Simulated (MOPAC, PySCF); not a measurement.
[Ta(Cl)4(NH2)], neutral singlet in the gas phase. 

Cartesian coordinates (Å):
```xyz
8

Ta    -0.0135     0.1687     0.0367
Cl    -0.3773    -1.9367     0.9214
Cl    -0.4802     2.0874     1.2389
Cl    -2.1127     0.1951    -1.0060
Cl     2.2292     0.1684     0.7184
N      0.7083     0.3362    -1.7785
H      0.1301     0.3911    -2.6147
H      1.7029     0.3794    -1.9913
```
Charge 0, multiplicity 1.

All levels are single points at this geometry (r2SCAN-D4/def2-SVP); Pople sets use spherical d functions. Orbital energies aren't observables, and empty levels follow the basis.

PM7 in MOPAC gives dipole (D) = 3.85.

Question: Estimate the dipole (D) from each of these levels: PBE-D3(BJ)/def2-TZVP in PySCF; TPSSh-D3(BJ)/def2-TZVP in PySCF; B3LYP/6-311+G** (LANL2DZ on Ta) in PySCF; B3LYP/6-31G* (LANL2DZ on Ta) in PySCF; BP86/6-31G* (LANL2DZ on Ta) in PySCF; SVWN5/6-31G* (LANL2DZ on Ta) in PySCF; HF/6-31G* (LANL2DZ on Ta) in PySCF; PM6 in MOPAC.

Answer: 
```json
[
 {"level": "PBE-D3(BJ)/def2-TZVP in PySCF", "dipole (D)": "2.37"},
 {"level": "TPSSh-D3(BJ)/def2-TZVP in PySCF", "dipole (D)": "2.41"},
 {"level": "B3LYP/6-311+G** (LANL2DZ on Ta) in PySCF", "dipole (D)": "2.54"},
 {"level": "B3LYP/6-31G* (LANL2DZ on Ta) in PySCF", "dipole (D)": "2.97"},
 {"level": "BP86/6-31G* (LANL2DZ on Ta) in PySCF", "dipole (D)": "2.95"},
 {"level": "SVWN5/6-31G* (LANL2DZ on Ta) in PySCF", "dipole (D)": "2.97"},
 {"level": "HF/6-31G* (LANL2DZ on Ta) in PySCF", "dipole (D)": "3.15"},
 {"level": "PM6 in MOPAC", "dipole (D)": "3.51"}
]
```
